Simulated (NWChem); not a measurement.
System: SiH3O2Cl; SMILES [SiH](O)(Cl)O

Here is an NWChem input.

```
start job
memory heap 200 mb stack 900 mb global 1100 mb
geometry units angstroms
  Si    -0.021586     0.466942     0.406412
  O     -1.316883     1.240694    -0.236439
  O      1.362084     1.148431    -0.178892
  Cl     0.021084    -1.539311    -0.117733
  H     -0.168305     0.552160     1.870959
  H     -1.312303     1.396866    -1.186145
  H      2.123847     0.573157    -0.295054
end
basis spherical
  * library 3-21g
end
dft
  xc b3lyp
  iterations 150
end
driver
  maxiter 120
end
task dft optimize
task dft freq
```

The level has its own optimisation; frequencies are unscaled.

Give the results of this calculation. (B3LYP/3-21G.) Quantities: r O–Si (Å); r Cl–Si (Å); r H–Si (Å); r H–O (Å); highest harmonic frequency (cm⁻¹); lowest (cm⁻¹); zero-point energy (kcal/mol); dipole (D).


```
Quantity                           Value
---------------------------------  -----
r O–Si (Å)                         1.669
r Cl–Si (Å)                        2.201
r H–Si (Å)                         1.464
r H–O (Å)                          0.985
highest harmonic frequency (cm⁻¹)   3634
lowest (cm⁻¹)                         79
zero-point energy (kcal/mol)        23.6
dipole (D)                          2.86
```
